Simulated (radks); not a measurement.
Values are calculated unless marked as measured or tabulated.
I-, configuration [Xe].

Level of theory: scalar-relativistic Kohn-Sham, LDA (Slater exchange, VWN5 correlation), spin-polarised, spherical densities, finite nucleus; Fermi nuclear charge, rms radius 4.75 fm; Watson sphere of charge +1 and radius 3.69 bohr (a radial shooting solver on a logarithmic mesh with Libxc functionals).

Energy parts (eV; the electron-nucleus part includes the sphere):
| part | energy |
|---|---|
| total | -193884.441 |
| kinetic | 203032.849 |
| electron-nucleus | -469186.949 |
| Hartree | 77045.115 |
| exchange-correlation | -4775.455 |

Orbitals (lengths in bohr, moments of r in powers of bohr):
| orbital | occ. | eigenvalue (eV) | <1/r> | <r^4> | <r> |
|---|---|---|---|---|---|
| 1s | 2 | -32943.84 | 56.78 | 2.650e-06 | 0.02725 |
| 2s | 2 | -5089.499 | 13.01 | 0.0004516 | 0.1173 |
| 2p | 6 | -4570.684 | 12.45 | 0.0003260 | 0.1025 |
| 3s | 2 | -1025.309 | 4.660 | 0.01945 | 0.3146 |
| 3p | 6 | -857.1297 | 4.433 | 0.02040 | 0.3125 |
| 3d | 10 | -604.4355 | 4.198 | 0.01779 | 0.2888 |
| 4s | 2 | -178.3986 | 1.890 | 0.5660 | 0.7402 |
| 4p | 6 | -125.5951 | 1.729 | 0.7836 | 0.7925 |
| 4d | 10 | -48.6132 | 1.441 | 1.732 | 0.9233 |
| 5s | 2 | -16.4894 | 0.6559 | 32.86 | 1.997 |
| 5p | 6 | -6.5646 | 0.5005 | 108.0 | 2.597 |

The highest occupied level is 5p at -6.565 eV. The electron density at the nucleus is 2.559e+05 e/bohr^3 (large components only).
